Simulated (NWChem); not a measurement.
Molecule: CH3OS, doublet; SMILES C[S]=O

Computed with NWChem. Spin-unrestricted. In the optimisation the excess spin sits in a" (Cs, its own frame). Structure relaxed at the B3LYP/6-31G* (spherical d), spin-unrestricted level. No stability test was run on the SCF state. Level MN15/def2-SVP: energy and gradient on several grids; changes count from the extra-fine grid, which is no exact limit either.

| grid | size of the energy change (μHa) | largest change of a gradient component (μHa/bohr) | time, medium = 1 (rough) |
|---|---|---|---|
| xcoarse | 20000 | 1000 | about 1 |
| coarse | 300 | 200 | about 1 |
| medium | < 10 | 30 | about 1 |
| fine | < 10 | < 30 | about 1 |
| xfine | < 10 | < 30 | 3 |
